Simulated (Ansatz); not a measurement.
Consider the ligand exchange at the Si–C bond: `ClC[SiH2][SeH]` + H₂Se → `[SeH][SiH2][SeH]` + `CCl`.

Isolated molecules relaxed with PBE0-D4/def2-TZVP in Ansatz; ΔE leaves out vibrations. CCSD(T)/CBS is the MP2 limit (def2-TZVPP, def2-QZVPP) plus CCSD(T) − MP2 in def2-TZVPP, frozen cores. This one scheme is used for every species. Functionals use def2-TZVPP. B3LYP here is the variant with VWN-RPA as its local correlation; programs differ in this. For Se outer-core shells are correlated without core-valence functions, which leaves a few kJ/mol of doubt a bond. Scalar relativity is left out up to krypton. Each species was taken in one conformer, which may not be the lowest.

`ClC[SiH2][SeH]`:

Z-matrix (Å, degrees):
```
C
Si 1 1.880
Cl 1 1.787 2 108.2
H 1 1.090 2 111.7 3 118.9
H 1 1.090 2 112.2 3 -118.9
Se 2 2.281 1 110.9 3 -179.1
H 2 1.481 1 109.5 3 -63.4
H 2 1.482 1 109.0 3 58.4
H 6 1.469 2 93.0 1 -71.9
```

H₂Se:

Z-matrix (Å, degrees):
```
Se
H 1 1.467
H 1 1.467 2 91.2
```

`[SeH][SiH2][SeH]`:

```xyz
7

Se   -1.988   -0.025   -0.088
Si    0.219   -0.259   -0.584
Se    1.627    0.453    1.054
H    -1.869   -0.799    1.155
H     0.609   -1.674   -0.786
H     0.375    0.510   -1.842
H     1.028    1.794    1.091
```

`CCl`:

Z-matrix (Å, degrees):
```
C
Cl 1 1.773
H 1 1.088 2 108.6
H 1 1.087 2 108.7 3 -120.0
H 1 1.088 2 108.7 3 120.0
```

```tsv
level	ΔE (kJ/mol)	difference from CCSD(T)/CBS
ωB97X-V	-67.9	2.4
ωB97M-V	-66.9	3.4
B2PLYP	-70.1	0.2
PBE	-71.9	-1.6
PBE0	-73.5	-3.2
B3LYP	-70.2	0.1
HF/def2-TZVPP	-73.1	-2.8
MP2/def2-TZVPP	-70.8	-0.5
SCS-MP2/def2-TZVPP	-69.2	1.1
CCSD/def2-TZVPP	-66.7	3.6
CCSD(T)/def2-TZVPP	-66.3	4.0
MP2/def2-QZVPP	-73.0	-2.7
SCS-MP2/def2-QZVPP	-71.2	-0.9
HF/CBS(def2)	-72.7	-2.4
MP2/CBS(def2)	-74.8	-4.5
CCSD/CBS(def2)	-70.7	-0.4
CCSD(T)/CBS	-70.3	0
```

Largest T1 diagnostic among the species: 0.009.
